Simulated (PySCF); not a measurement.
A structure optimised at PBE-D3(BJ)/def2-SVP, used in a PySCF frequency run:

```xyz
8

C      0.0000     0.0000     2.3696
Sn     0.0000     0.0000     0.2188
Cl     0.0858     2.1913    -0.6524
Cl     1.8548    -1.1699    -0.6524
Cl    -1.9406    -1.0214    -0.6524
H     -0.9386    -0.4765     2.7063
H      0.8820    -0.5746     2.7063
H      0.0566     1.0511     2.7063
```

Q: Write its SMILES, formula and point group.

A: [CH3][Sn]([Cl])([Cl])[Cl], CH3Cl3Sn, C3

Q: What are its rotational constants (standard atomic weights)?

A: 1.2706, 1.2706, 0.98172 GHz
